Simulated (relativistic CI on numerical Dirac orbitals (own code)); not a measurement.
Rh4+: M2,3 absorption edge

Computed with this model: Dirac-Coulomb-Breit CI, KLI orbitals optimised for each configuration, QED by a radiative potential, valence Slater integrals scaled by 0.7, multiplet model of core-to-valence dipole absorption; configurations [Kr] 4d5 → [Ne] 3s2 3p5 3d10 4s2 4p6 4d6; 300 K; Lorentzian 1.2 eV and Gaussian 0.4 eV FWHM. Energies are those of the free ion, without screening or charge transfer. The branching ratio is the share of the lower-energy edge in the whole absorption, uncertain by about 0.02 where the edges overlap. S is read from ⟨S²⟩ = S(S + 1).

Field parameters in Wybourne normalisation: D4h B²₀ = −7Ds, B⁴₀ = 21(Dq − Dt), B⁴₄ = 21√(5/14) Dq. The field is a parameter set, without covalency.

Computed curve for free ion, scaled to 100 at the maximum (points under 2 are left out and the grid is thinned):

Energy (eV), Intensity and a bar:
```
   499.75        2.0 
   500.00        2.3 
   500.50        2.9 
   500.75        3.3 
   501.25        4.3 #
   501.50        5.1 #
   502.00        7.4 ##
   502.25        9.1 ##
   502.75       15.0 ####
   503.00       20.2 ######
   503.50       41.0 ############
   503.75       59.7 ##################
   504.25       98.1 #############################
   504.50      100.0 ##############################
   505.00       67.1 ####################
   505.25       48.5 ##############
   505.75       24.8 #######
   506.00       18.2 #####
   506.50       10.8 ###
   506.75        8.7 ##
   507.25        6.0 #
   507.50        5.1 #
   508.00        3.7 #
   508.25        3.2 
   508.75        2.5 
   509.00        2.2 
   527.75        2.8 
   528.00        3.6 
   528.50        6.3 #
   528.75        8.8 ##
   529.25       18.5 #####
   529.50       25.1 #######
   530.00       29.9 #########
   530.25       26.0 #######
   530.75       13.8 ####
   531.00        9.6 ##
   531.50        5.1 #
   531.75        3.9 #
   532.25        2.6 
   532.50        2.1
```

The ground state has S = 2.48, and the centroid lies at 510.29 eV.
